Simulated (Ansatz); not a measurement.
Born–Oppenheimer molecular dynamics of BCl$_{2}$H$_{3}$O (7 atoms, charge 0, multiplicity 1). It starts at the highest image of a converged band, a first-order saddle point between two minima.

The calculation used Ansatz, RKS PBE/def2-SVP.

```json
{"ensemble": "NVE (velocity Verlet)", "time step": "0.5 fs", "steps asked": "200", "starting velocities drawn for": "100 K", "seed": "6604"}
```

First frame:

```xyz
7
Properties=species:S:1:pos:R:3
B -0.410 -0.095 -0.160
H 0.028 -1.261 0.415
Cl -0.038 -0.194 -1.927
Cl -2.105 0.156 0.353
H 0.639 -0.481 0.752
O 0.600 0.799 0.605
H 1.286 1.076 -0.038
```

Q: How far do the bonds stretch over the last three quarters of this one trajectory? (Pairs bonded in most of those frames.)

A: 
| bond | mean (Å) | spread (Å) | shortest | longest |
| --- | --- | --- | --- | --- |
| B1–Cl3 | 1.784 | 0.033 | 1.73 | 1.85 |
| B1–Cl4 | 1.774 | 0.052 | 1.70 | 1.87 |
| B1–O6 | 1.369 | 0.062 | 1.27 | 1.46 |
| H2–H5 | 0.773 | 0.011 | 0.76 | 0.79 |
| O6–H7 | 0.979 | 0.008 | 0.96 | 0.99 |

Mean temperature of the second half: 2089 K. The conserved energy stayed within 0.086 meV per atom of its start (net change -0.003 meV per atom), so the integration is sound. The kinetic energy rose, since the run started high on the potential surface and went downhill. It ends in pieces (BCl2HO + H2), so much of that is their flight and rotation, not heat. A run of 0.1 ps of so small a system gives no equilibrium averages. The orbitals stay closed-shell, which can raise the energy where a bond breaks towards radicals; this wasn't checked here.

Time of the run: 93 s on 2 threads of Intel(R) Xeon(R) 6975P-C (Granite Rapids), with other jobs on the host, peak memory 0.18 GiB.
